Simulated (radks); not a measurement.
Initial-state core-level shifts of neutral bromine when its valence configuration changes from [Ar] 3d10 4s2 4p5. Calculated with a radial shooting solver on a logarithmic mesh with Libxc functionals: Dirac Kohn-Sham, BLYP, spin-unpolarised, spherical densities, point nucleus; open shells are shared between the two j in proportion to 2j + 1. Shifts are changes of the shell-averaged eigenvalues in eV (positive: less bound).

valence                1s       2p       3s       3p
3d9 4s2 4p6       -15.123  -16.709  -12.734  -12.513
3d10 4s1 4p6       -1.590   -1.543   -1.562   -1.554
3d10 4s1.5 4p5.5   -0.804   -0.780   -0.789   -0.785
3d9.5 4s2 4p5.5    -7.455   -8.228   -6.329   -6.216
